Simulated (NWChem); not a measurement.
# C3H7O2, doublet; SMILES CC([O])CO

```xyz
12

C      1.3838    -0.7665     0.1001
C     -0.0829    -0.5273    -0.2494
O     -0.8838    -1.5870     0.0142
C     -0.6468     0.7776     0.3154
O      0.1099     1.8431    -0.1893
H      1.4872    -0.9211     1.1854
H      1.7594    -1.6617    -0.4145
H      1.9868     0.1057    -0.1864
H     -0.1477    -0.4318    -1.3651
H     -0.6085     0.7223     1.4227
H     -1.7132     0.8336     0.0240
H     -0.1870     2.6581     0.2248
```
Atoms are numbered in this order, from 1.

Results from NWChem. Pople sets run with spherical d functions. Spin-unrestricted. The geometry was optimised at PBE0/def2-SVP, spin-unrestricted. Not confirmed as a minimum by frequencies. No stability test was run on the SCF state. Vzz is the largest principal value of the second derivative of the potential at the nucleus (NWChem prints the opposite sign); η is the asymmetry. Non-relativistic.

Question: Estimate the computed values for UHF/6-31G*. Quantities: Vzz O3 (a.u.); η O3; Vzz O5 (a.u.); η O5.

Answer: The vzz O3 (a.u.) comes out as -2.484. The η O3 comes out as 0.64 and the vzz O5 (a.u.) is -1.928. The η O5 is 0.85.
